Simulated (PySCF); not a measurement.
**Identify the compound**

The spectra below were simulated for a compound C4H9ClO3Si.

1H NMR (500 MHz, computed): δ 6.82 (d, 1H), 5.96 (d, 1H), 3.96 (q, 2H), 2.35 (br s, 2H), 1.33 (t, 3H).

13C{1H} NMR (computed): δ 147.5, 135.6, 60.9, 20.4.

Level of theory: GFN2-xTB geometry, shielding tensors at PBE0/pcSseg-1 (GIAO), in PySCF 2.14.0 with density-fitted response routines (no solvent, a single conformation, equivalent nuclei averaged, relativity neglected).

Shifts are taken against calculated references (same method and geometry level): 1H and 13C vs TMS.

Q: Propose a structure and justify it.

A: 
Rings plus π bonds: 1 (no ring in the answer). 4 carbon signals for 4 carbons: no two carbons are equivalent. Carbon types of the structure: 2 × CH, 1 × CH2, 1 × CH3, leaving 2 H on heteroatoms. δC 147.5, 135.6: alkene CH; the olefinic region. δC 60.9: sp3 CH2 bonded to O; the inductive effect lowers its shielding. δC 20.4: methyl carbon; saturated and bonded to C and H only. δH 6.82, 5.96: hydrogen on an alkene CH; a vinylic proton, deshielded by the sp2 carbon and the C=C anisotropy. δH 3.96: hydrogen on an sp3 CH2 bonded to O; its carbon carries O, which withdraws density. δH 2.35: hydrogen on an oxygen bonded to Si; exchangeable, gas-phase position. δH 1.33: hydrogen on a methyl carbon.

These data were computed for `InChI=1S/C4H9ClO3Si/c1-2-8-9(6,7)4-3-5/h3-4,6-7H,2H2,1H3/b4-3-`.

This is the structure that produced the data.

The OH or NH signal is concentration- and solvent-dependent in practice; the value given is the gas-phase one. Carbons that carry Cl, above all several Cl atoms, come out too deshielded, partly because spin–orbit coupling is missing. Shifts are as computed. Against solution values, carbons near 30 ppm lie about +3 ppm off and those near 130 ppm about +5 ppm; carbons on Cl a further +6 ppm. Of 1211 compounds with measured shifts, 218 miss one by over three times the rms of a fit or turn the order of signals round; such compounds aren't used in these exercises. No couplings were computed; multiplicities are counted from neighbouring protons, with m where these are inequivalent, close in shift, in a saturated or five-membered ring or joined by F or P, and br s for small geminal =CH2 splittings.
